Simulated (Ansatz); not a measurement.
The cluster ZrCu₄⁺, relaxed as a doublet with UKS PBE-D4/def2-SVP in Ansatz, starting from the GFN1-xTB geometry. Force threshold 0.02 eV/Å.

In the def2 sets Zr takes a core potential; there is no spin–orbit coupling. At PBE0-D4/def2-TZVP a quartet of charge 1 lies 0.16 eV below the doublet, each at its own geometry. The structure comes from a short search, and lower isomers may exist.

Start:

```xyz
5

Zr    0.026    0.358   -0.182
Cu   -1.312   -1.320    1.253
Cu    1.039    2.337    1.059
Cu    0.975   -1.951    0.476
Cu   -0.727    0.575   -2.605
```

| step | energy (eV) | largest force component (eV/Å) | SCF passes |
| --- | --- | --- | --- |
| 1 | -179784.7968 | 0.566 | 58 |
| 2 | -179784.8631 | 0.230 | 31 |
| 3 | -179784.8736 | 0.114 | 29 |
| 4 | -179784.8751 | 0.011 | 28 |
| 5 | -179784.8751 | 0.005 | 29 |
| 6 | -179784.8754 | 0.020 | 28 |
| 7 | -179784.8760 | 0.032 | 28 |
| 8 | -179784.8934 | 0.134 | 38 |
| 9 | -179784.9382 | 0.189 | 40 |
| 10 | -179785.0058 | 0.279 | 39 |
| 11 | -179785.1474 | 0.454 | 38 |
| 13 | -179785.6892 | 0.837 | 39 |
| 15 | -179785.9845 | 0.162 | 44 |
| 17 (rejected) | -179786.0072 | 0.486 | 47 |
| 19 | -179786.0602 | 0.073 | 44 |
| 21 | -179786.0686 | 0.006 | 50 |
| 23 (rejected) | -179786.0680 | 0.118 | 61 |
| 25 | -179786.0701 | 0.054 | 55 |
| 27 (rejected) | -179786.0461 | 0.421 | 56 |
| 29 | -179786.0777 | 0.065 | 59 |
| 31 (rejected) | -179786.0763 | 0.134 | 49 |
| 33 | -179786.0838 | 0.034 | 44 |
| 35 | -179786.1210 | 0.312 | 50 |
| 37 | -179786.3410 | 0.174 | 53 |
| 39 | -179786.3809 | 0.025 | 47 |
| 40 | -179786.3811 | 0.005 | 40 |

Force components are those of the run's own axes.

End:

```csv
atom,x (Å),y (Å),z (Å)
Zr1,-1.4402,0.4389,-0.2026
Cu2,-0.3781,-0.8377,1.7441
Cu3,0.8756,0.9674,0.6974
Cu4,0.3445,-1.3394,-0.5259
Cu5,0.5982,0.7708,-1.7130
```

Bonds formed: Cu2–Cu3, Cu3–Cu4, Cu3–Cu5, Cu4–Cu5 (atoms count from 1).

The force fell under the threshold at step 4, but the optimiser went on and released 1.506 eV more. No frequencies were taken in this run, so the end may be a saddle point.

Run time 4 min (4 threads of Arm Neoverse V1 on a shared host).
